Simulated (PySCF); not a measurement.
Run record for `[F][GeH2][C]#C[SiH3]`: PW91/def2-SVPD, energy threshold 1e-06 Eh, TDA, 25 singlets.

Method: TDA PW91/def2-SVPD, vertical, gas phase, core orbitals frozen in the response (PySCF 2.14.0, density-fitted response routines). Geometry: GFN2-xTB. The command runs a driver script over a list of jobs; the input below is this job's line of settings and its coordinates in Å.

Command:
```bash
OMP_NUM_THREADS=1 python probes_run.py task.json out
```

Input:
```
{"job": {"kind": "uv", "xc": "PW91", "basis": "def2-SVPD", "nstates": 25, "ntriplets": 2, "tda": true, "scf": {"conv": 1e-06}}, "charge": 0, "multiplicity": 1}
F      3.190634    -0.818648    -0.187393
Ge     2.332831     0.694171    -0.046896
C      0.510244     0.226418     0.194699
C     -0.647282    -0.095730     0.347715
Si    -2.420876    -0.589361     0.581998
H      2.617207     1.367170    -1.356592
H      2.959937     1.328306     1.158742
H     -2.995961    -0.821116    -0.743865
H     -2.445873    -1.806137     1.393584
H     -3.091980     0.519582     1.264243
```

Output:
```
final grid: 85848 points
cycle   1  E = -2544.9805314720  dE = -2.813e-01  |g| = 8.884e-01  |ddm| = 6.102e+00
cycle   2  E = -2544.4191878625  dE =  5.613e-01  |g| = 1.983e+00  |ddm| = 3.008e+00
cycle   3  E = -2545.0939847606  dE = -6.748e-01  |g| = 3.447e-01  |ddm| = 2.039e+00
cycle   4  E = -2545.1123232032  dE = -1.834e-02  |g| = 1.259e-01  |ddm| = 5.509e-01
cycle   5  E = -2545.1123886737  dE = -6.547e-05  |g| = 1.247e-01  |ddm| = 2.707e-01
cycle   6  E = -2545.1162656690  dE = -3.877e-03  |g| = 1.700e-02  |ddm| = 1.483e-01
cycle   7  E = -2545.1163617305  dE = -9.606e-05  |g| = 4.808e-03  |ddm| = 3.363e-02
cycle   8  E = -2545.1163670010  dE = -5.271e-06  |g| = 8.315e-04  |ddm| = 8.863e-03
cycle   9  E = -2545.1163671408  dE = -1.397e-07  |g| = 1.484e-04  |ddm| = 1.994e-03
converged SCF energy = -2545.1163671408

Static polarisability (au): isotropic 83.676, principal 64.582 65.476 120.969

Singlet excitations
state   eV       nm        f      main configurations
  1   5.2081    238.1   0.00088   H->L 0.99
  2   5.6131    220.9   0.02227   H-1->L 0.66, H->L+1 0.33
  3   5.9294    209.1   0.00108   H-1->L+1 0.99
  4   6.3887    194.1   0.00027   H-2->L 0.99
  5   6.7088    184.8   0.00500   H-3->L 0.96
  6   6.7697    183.1   0.00018   H->L+2 0.98
  7   6.8233    181.7   0.39468   H-2->L+1 0.27, H->L+1 0.26, H-1->L+2 0.16
  8   6.9025    179.6   0.03808   H-1->L+2 0.79, H-2->L+1 0.12
  9   7.0773    175.2   0.08457   H-2->L+1 0.51, H-1->L+3 0.22, H-5->L 0.09
 10   7.1222    174.1   0.00173   H-4->L 0.66, H->L+3 0.29
 11   7.1582    173.2   0.00384   H->L+3 0.62, H-4->L 0.30
 12   7.1881    172.5   0.00049   H->L+4 0.87, H-3->L+1 0.12
 13   7.2474    171.1   0.00261   H->L+5 0.83, H-3->L+1 0.12
 14   7.2819    170.3   0.00121   H-3->L+1 0.68, H->L+5 0.13, H->L+4 0.10
 15   7.2942    170.0   0.00213   H-1->L+4 0.30, H-1->L+3 0.27, H-1->L+5 0.21
 16   7.3348    169.0   0.00174   H-1->L+4 0.66, H-5->L 0.13, H-1->L+3 0.12
 17   7.3921    167.7   0.03965   H-5->L 0.40, H-1->L+5 0.30
 18   7.6998    161.0   0.00315   H->L+6 0.97
 19   7.7360    160.3   0.00607   H-5->L+1 0.90
 20   7.8325    158.3   0.33973   H-1->L+5 0.23, H-4->L+1 0.22, H-1->L+3 0.15
 21   7.8442    158.1   0.03017   H-1->L+6 0.93
 22   7.9121    156.7   0.00857   H->L+7 0.52, H-4->L+1 0.29
 23   7.9405    156.1   0.00922   H-2->L+2 0.93
 24   8.0347    154.3   0.00135   H-6->L 0.87
 25   8.1105    152.9   0.00031   H-1->L+7 0.90

Triplet excitations (Tamm-Dancoff, eV): 4.5803 4.8323
```

H and L stand for HOMO and LUMO; the number after each pair is its weight.

Problem. How does the lowest singlet excitation compare with the HOMO–LUMO gap?

Solution. HOMO -7.27 eV and LUMO -2.12 eV give a gap of 5.15 eV; S1 at 5.21 eV lies 0.06 eV above it.

Problem. Give S1 in cm⁻¹ and kJ/mol.

Solution. 5.2081 eV × 8065.54 = 42006 cm⁻¹; × 96.485 = 502.5 kJ/mol.

In short: SCF converged in 9 cycles with 165 basis and 751 fitting functions; HOMO -7.27 eV, LUMO -2.12 eV; lowest singlet 5.21 eV; lowest triplet 4.58 eV (Tamm–Dancoff); mean polarisability 83.7 au.

 The PW91/def2-SVPD calculation is non-relativistic and has no spin–orbit coupling, an omission that weighs most on germanium.

Problem. Estimate the wall time. Hardware: one thread, Arm Neoverse N1 (aarch64), no GPU (shared host). And the peak memory of the process?

Solution. About 27 s, with 0.57 GiB resident at the peak, the Python interpreter and its libraries included.
